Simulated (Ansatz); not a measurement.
Ansatz results at the PBE0-D4/def2-TZVP geometry: LUMO energy (PBE0/def2-TZVPP) -0.87 eV; HOMO–LUMO gap (ωB97M-V/def2-TZVPP) 12.22 eV; HOMO energy (PBE/def2-TZVPP) -7.53 eV.

**Question.** Which molecule gave them?
A. `ClC1=C(Cl)[SiH2]1`
B. `CCN(CC)[SiH2]N(CC)CC`
C. `C#C[SiH](Cl)Cl`
D. `CO[Si](C#N)(C#N)C#N`

**Answer.** C. The others give `ClC1=C(Cl)[SiH2]1`: -0.87, 10.60, -6.47; `CCN(CC)[SiH2]N(CC)CC`: 0.90, 10.71, -4.79; `CO[Si](C#N)(C#N)C#N`: -2.73, 11.95, -8.54.
